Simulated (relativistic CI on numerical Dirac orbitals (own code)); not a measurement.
# Level scheme of Pt69+

Calculated at this level of theory: Dirac-Coulomb-Breit CI, orbitals from a KLI potential per configuration, model QED, unscaled Slater integrals (own radial code, finite nucleus).

CI space (outside the closed core 1s2): 2s2 2p5, 2s 2p6, 2p6 3s, 2s2 2p4 3s, 2p6 3p, 2s2 2p4 3p, 2p6 3d, 2s2 2p4 3d, 2s 2p5 3s, 2s 2p5 3p, 2s 2p5 3d, 2s2 2p4 4s, 2s2 2p4 4p, 2s2 2p4 4d, 2s2 2p4 4f, 2s2 2p3 3s2. Levels of other configurations are missing.

The lowest level is 2s2 2p5 2P°_3/2, with 100 % of that term; Hund's rules for 2s2 2p5 give 2P° with J = 3/2, in agreement.

| No. | Configuration | Term | J | E (eV) | % | Next component (%) | jj configuration (%) |
| --- | --- | --- | --- | --- | --- | --- | --- |
| 1 | 2s2 2p5 | 2P° | 3/2 | 0.0 | 100 |  | 2p3/2^3 (100) |
| 2 | 2s2 2p5 | 2P° | 1/2 | 1775.0 | 100 |  | 2p1/2 2p3/2^4 (100) |
| 3 | 2s 2p6 | 2S | 1/2 | 2296.1 | 100 |  | 2s (100) |
| 4 | 2s2 2p4 3s | 4P | 5/2 | 9413.3 | 68 | 32 2D | 2p3/2^2 3s (100) |
| 5 | 2s2 2p4 3s | 2P | 3/2 | 9425.2 | 56 | 32 2D | 2p3/2^2 3s (100) |
| 6 | 2s2 2p4 3s | 2S | 1/2 | 9484.0 | 65 | 23 4P | 2p3/2^2 3s (100) |
| 7 | 2s2 2p4 3p | 4P° | 3/2 | 9562.2 | 31 | 26 2P° | 2p3/2^2 3p1/2 (100) |
| 8 | 2s2 2p4 3p | 2D° | 5/2 | 9563.9 | 37 | 27 4D° | 2p3/2^2 3p1/2 (100) |
| 9 | 2s2 2p4 3p | 2P° | 1/2 | 9628.8 | 73 | 19 4D° | 2p3/2^2 3p1/2 (100) |
| 10 | 2s2 2p4 3p | 4D° | 7/2 | 10061.9 | 68 | 32 2F° | 2p3/2^2 3p3/2 (100) |
| 11 | 2s2 2p4 3p | 2D° | 5/2 | 10062.1 | 51 | 40 4P° | 2p3/2^2 3p3/2 (100) |
| 12 | 2s2 2p4 3p | 2P° | 1/2 | 10063.1 | 51 | 38 2S° | 2p3/2^2 3p3/2 (100) |
| 13 | 2s2 2p4 3p | 2P° | 3/2 | 10115.4 | 48 | 29 2D° | 2p3/2^2 3p3/2 (100) |
| 14 | 2s2 2p4 3p | 2P° | 3/2 | 10143.4 | 70 | 12 4D° | 2p3/2^2 3p3/2 (100) |
| 15 | 2s2 2p4 3d | 4D | 3/2 | 10218.8 | 32 | 31 2D | 2p3/2^2 3d3/2 (100) |
| 16 | 2s2 2p4 3d | 4D | 5/2 | 10221.1 | 34 | 27 2F | 2p3/2^2 3d3/2 (99) |
| 17 | 2s2 2p4 3d | 2F | 7/2 | 10221.4 | 38 | 29 2G | 2p3/2^2 3d3/2 (100) |
| 18 | 2s2 2p4 3d | 4P | 1/2 | 10225.1 | 52 | 26 2P | 2p3/2^2 3d3/2 (99) |
| 19 | 2s2 2p4 3d | 2D | 3/2 | 10287.9 | 70 | 17 4F | 2p3/2^2 3d3/2 (98) |
| 20 | 2s2 2p4 3d | 2F | 7/2 | 10334.0 | 50 | 41 4D | 2p3/2^2 3d5/2 (100) |
| 21 | 2s2 2p4 3d | 4F | 9/2 | 10334.5 | 68 | 32 2G | 2p3/2^2 3d5/2 (100) |
| 22 | 2s2 2p4 3d | 2P | 1/2 | 10349.7 | 62 | 22 2S | 2p3/2^2 3d5/2 (99) |
| 23 | 2s2 2p4 3d | 2D | 5/2 | 10375.8 | 52 | 21 2F | 2p3/2^2 3d5/2 (99) |
| 24 | 2s2 2p4 3d | 2P | 3/2 | 10376.9 | 48 | 31 2D | 2p3/2^2 3d5/2 (98) |
| 25 | 2s2 2p4 3d | 2D | 5/2 | 10415.9 | 70 | 10 4D | 2p3/2^2 3d5/2 (99) |
| 26 | 2s2 2p4 3s | 4P | 3/2 | 11197.7 | 87 | 11 2P | 2p1/2 2p3/2^3 3s (100) |
| 27 | 2s2 2p4 3s | 2P | 1/2 | 11208.2 | 66 | 33 4P | 2p1/2 2p3/2^3 3s (100) |
| 28 | 2s2 2p4 3s | 2D | 5/2 | 11218.0 | 68 | 32 4P | 2p1/2 2p3/2^3 3s (100) |
| 29 | 2s2 2p4 3s | 2D | 3/2 | 11225.0 | 66 | 33 2P | 2p1/2 2p3/2^3 3s (100) |
| 30 | 2s2 2p4 3p | 4P° | 1/2 | 11340.9 | 51 | 27 4D° | 2p1/2 2p3/2^3 3p1/2 (100) |
| 31 | 2s2 2p4 3p | 4D° | 3/2 | 11347.3 | 54 | 21 2D° | 2p1/2 2p3/2^3 3p1/2 (100) |
| 32 | 2s2 2p4 3p | 2F° | 5/2 | 11361.1 | 53 | 30 2D° | 2p1/2 2p3/2^3 3p1/2 (100) |
| 33 | 2s2 2p4 3p | 2P° | 3/2 | 11408.3 | 47 | 25 2D° | 2p1/2 2p3/2^3 3p1/2 (100) |
| 34 | 2s 2p5 3s | 4P° | 5/2 | 11643.3 | 99 | 1 2s2 2p4 3p 4D° | 2s 2p3/2^3 3s (99) |
| 35 | 2s 2p5 3s | 2P° | 3/2 | 11673.8 | 72 | 27 4P° | 2s 2p3/2^3 3s (99) |
| 36 | 2s 2p5 3s | 2P° | 1/2 | 11743.4 | 85 | 12 4P° | 2s 2p3/2^3 3s (97) |
| 37 | 2s 2p5 3s | 2P° | 3/2 | 11753.9 | 79 | 19 4P° | 2s 2p3/2^3 3s (98) |
| 38 | 2s 2p5 3p | 4P | 3/2 | 11798.9 | 44 | 29 4S | 2s 2p3/2^3 3p1/2 (100) |
| 39 | 2s 2p5 3p | 2D | 5/2 | 11799.6 | 44 | 39 4D | 2s 2p3/2^3 3p1/2 (99) |
| 40 | 2s2 2p4 3p | 4D° | 5/2 | 11846.5 | 55 | 30 4P° | 2p1/2 2p3/2^3 3p3/2 (99) |
| 41 | 2s2 2p4 3p | 2D° | 3/2 | 11852.7 | 53 | 24 4P° | 2p1/2 2p3/2^3 3p3/2 (100) |
| 42 | 2s2 2p4 3p | 2P° | 1/2 | 11852.8 | 37 | 27 4P° | 2p1/2 2p3/2^3 3p3/2 (98) |
| 43 | 2s2 2p4 3p | 2F° | 7/2 | 11863.0 | 68 | 32 4D° | 2p1/2 2p3/2^3 3p3/2 (100) |
| 44 | 2s2 2p4 3p | 2P° | 3/2 | 11872.0 | 42 | 29 2D° | 2p1/2 2p3/2^3 3p3/2 (98) |
| 45 | 2s2 2p4 3p | 2D° | 5/2 | 11876.9 | 68 | 15 2F° | 2p1/2 2p3/2^3 3p3/2 (100) |

Energies count from the lowest computed level; ° marks odd parity. Filled j subshells are mostly left out of the jj labels.

The mean weight of the leading LS term, summed over parents, in these 45 levels is 61 %, and that of the leading jj configuration (from the same eigenvectors) 99 %, so jj coupling describes them better and the LS labels are nominal.

At this charge energies of transitions that change n are usually good to better than 1 %, and those within a shell (Δn = 0) to a few per cent.

LS names give the leading component of a level, which can be under half, so a name can repeat, a term be missing and a line seem to break the LS rules.
